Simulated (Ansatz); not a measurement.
`[AlH3-][O+]([SiH3])[SiH3]`, 13 atoms. Total charge 0; spin multiplicity 1. Hardware: A = 2 threads of a server CPU on a shared host; B = 2 threads of an AMD EPYC 7R13 on a shared host and a share of an NVIDIA H100 80 GB. Correlated methods freeze the cores.

Question: Give the basis size and wall time and peak host memory of each of these runs in Ansatz. RHF-CCSD(T)/cc-pV(D+d)Z energy [A]; RHF-CCSD(T)/def2-TZVPP energy [B]; RKS ωB97M-V/def2-SVP energy [A]; RKS ωB97M-V/def2-QZVPP energy [B]; RKS PBE0-D4/def2-TZVP relaxation (6 steps) [A]; RKS HSE06 (plane-wave form)-D4/def2-TZVPP energy [A]; RKS PBE0-D4/def2-QZVPP energy [B]; RKS PBE0-D4/def2-SVP energy [A]; RHF-MP2/def2-QZVPP energy [B]; RKS r2SCANh-D4/def2-TZVPP energy [A]; RHF-CCSD(T)/cc-pV(T+d)Z energy [B]; direct RPA on PBE orbitals/def2-TZVPP energy [A]. (Best estimate.)

Answer: The calculation gave: Other jobs shared the machine, so times are rough.

```json
{"level": "RKS PBE0-D4/def2-SVP", "job": "energy [A]", "functions": "113", "wall time": "1.9 s", "peak host memory (GiB)": "0.6"}
{"level": "RKS PBE0-D4/def2-QZVPP", "job": "energy [B]", "functions": "537", "wall time": "2.5 s", "peak host memory (GiB)": "1.1"}
{"level": "RHF-CCSD(T)/cc-pV(T+d)Z", "job": "energy [B]", "functions": "273", "wall time": "2.7 s", "peak host memory (GiB)": "0.82"}
{"level": "RKS ωB97M-V/def2-QZVPP", "job": "energy [B]", "functions": "537", "wall time": "4 s", "peak host memory (GiB)": "1.2"}
{"level": "RHF-MP2/def2-QZVPP", "job": "energy [B]", "functions": "537", "wall time": "4.6 s", "peak host memory (GiB)": "1.1"}
{"level": "RHF-CCSD(T)/def2-TZVPP", "job": "energy [B]", "functions": "283", "wall time": "4.7 s", "peak host memory (GiB)": "0.8"}
{"level": "RKS ωB97M-V/def2-SVP", "job": "energy [A]", "functions": "113", "wall time": "7 s", "peak host memory (GiB)": "0.6"}
{"level": "RKS HSE06 (plane-wave form)-D4/def2-TZVPP", "job": "energy [A]", "functions": "283", "wall time": "10 s", "peak host memory (GiB)": "0.89"}
{"level": "direct RPA on PBE orbitals/def2-TZVPP", "job": "energy [A]", "functions": "283", "wall time": "11 s", "peak host memory (GiB)": "0.76"}
{"level": "RKS r2SCANh-D4/def2-TZVPP", "job": "energy [A]", "functions": "283", "wall time": "11 s", "peak host memory (GiB)": "0.86"}
{"level": "RHF-CCSD(T)/cc-pV(D+d)Z", "job": "energy [A]", "functions": "128", "wall time": "12 s", "peak host memory (GiB)": "0.71"}
{"level": "RKS PBE0-D4/def2-TZVP", "job": "relaxation (6 steps) [A]", "functions": "196", "wall time": "39 s", "peak host memory (GiB)": "0.58"}
```
